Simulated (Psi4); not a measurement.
OSi, charge +1, doublet, geometry from GFN2-xTB (a state made from the parent by changing its charge; the spin is typed, not shown lowest). Base run: TPSS/6-31G* (Psi4).

Geometry (Å):
```xyz
2

Si     0.0000     0.0000    -0.5402
O      0.0000     0.0000     0.9454
```
Charge +1, spin multiplicity 2.
Orbitals are unrestricted.
All else is at Psi4's defaults (density fitting, Cartesian functions).
Base energy -364.31271 Eh.

Variants of this job, named by their change:

| change | ΔE vs base (µEh) | SCF cycles | grid points | basis functions |
|---|---|---|---|---|
| base | 0.0 | 11 | 42979 | 34 |
| dft_spherical_points = 110 | -120 | 11 | 15731 | 34 |
| damping_percentage = 50 | -0.8 | 82 | 42979 | 34 |
| scf_type = cd | -243 | 11 | 42979 | 34 |
| scf_type = mem_df | 0.0 | 11 | 42979 | 34 |
| e_convergence = 1e-8 | 0.0 | 11 | 42979 | 34 |
| d_convergence = 1e-4 | 0.0 | 10 | 42979 | 34 |
| dft_radial_points = 99 | -1.2 | 11 | 56795 | 34 |
| dft_radial_points = 35 | -276 | 11 | 20510 | 34 |
| cholesky_tolerance = 1e-3 (with scf_type cd) | -906 | 11 | 42979 | 34 |
| dft_pruning_scheme = treutler | -100 | 11 | 23735 | 34 |
| guess = modhuckel | 0.0 | 11 | 42979 | 34 |
| ints_tolerance = 1e-8 | 0.0 | 11 | 42979 | 34 |

Open shells are given as the SCF converged; they aren't shown to be the lowest states, and a large step between rows can be another state.
